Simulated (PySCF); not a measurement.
**Computed data sheet: cyclo-(Me2SiS)3, C6H18S3Si3**

Cyclo-(Me2SiS)3, C₆H₁₈S₃Si₃.
Bonds: Si1–C2, Si1–C3, Si1–S4, Si1–S12, S4–Si5, Si5–C6, Si5–C7, Si5–S8, S8–Si9, Si9–C10, Si9–C11, Si9–S12. Hydrogens: H13, H14, H15 on C2; H16, H17, H18 on C3; H19, H20, H21 on C6; H22, H23, H24 on C7; H25, H26, H27 on C10; H28, H29, H30 on C11.

PBE0-D3(BJ)/def2-SVP geometry optimisation, gas phase (PySCF):

```yaml
Point_group: C2
Rotational_constants_A_B_C: 0.499, 0.478, 0.330 GHz
```

From B3LYP/def2-SVPD ground state and vertical TDDFT (core frozen in the response) (PySCF):

```yaml
Dipole_moment: 1.06 D
HOMO_energy: -6.63 eV
LUMO_energy: -0.07 eV
HOMO–LUMO_gap: 6.56 eV
Lowest_singlet_excitation: 5.61 eV (221 nm, f = 0.012)
Strongest_line_among_the_10_lowest_singlet_transitions: S9 at 6.28 eV (197 nm, f = 0.063)
Lowest_triplet_excitation_Tamm–Dancoff: 5.33 eV
Static_isotropic_polarisability: 209.4 au
Electronic_spatial_extent_⟨r²⟩_about_the_centre_of_nuclear_charge: 3948 bohr²
```

**B3LYP/pcSseg-1 ground state and GIAO shieldings, non-relativistic (PySCF)**

```yaml
13C_chemical_shifts_computed_TMS_as_zero_by_class: 8.9 (C2/C3/C6/C7/C10/C11) ppm
1H_chemical_shifts_computed_TMS_as_zero_by_class: 0.58 (H13 and 17 like it) ppm
Isotropic_shieldings_of_nuclei_other_than_C_and_H_by_class: 300 (Si1/Si5/Si9), 654 (S4/S8/S12) ppm
```

Monoisotopic mass from the formula: 269.9878 u.

In atomic units the dipole is 0.42 e·bohr (1 au = 2.5417 D). The largest Löwdin shares of the HOMO are 0.46 on S4, 0.17 on S12 and 0.17 on S8. In wavenumbers S1 is 45200 cm⁻¹ (1 eV = 8065.54 cm⁻¹). A dipole of 1.06 D is allowed in C2, and pure rotational transitions are dipole-allowed. The polarisability is 31.02 Å³ as a volume (1 au = 0.148185 Å³), or 1.45 au for each of the 144 electrons. The rotational constants make it an asymmetric top with κ = (2B − A − C)/(A − C) = 0.7, nearer the oblate limit (+1).

One conformer (not necessarily the lowest) at the PBE0-D3(BJ)/def2-SVP geometry, without solvent or vibrations. NMR classes are plain means over equivalent atoms (diastereotopic ones count apart unless rotation or inversion swaps them), as if these changed places fast; in this geometry the members of some classes differ.

For the TDDFT job (B3LYP/def2-SVPD), the run took 3.0 min wall, 6.6 min CPU (grids of density and orbitals included) on 2 threads, AMD EPYC 7R43 (x86_64), on a shared host, and the process peaked at 2.8 GiB of memory.
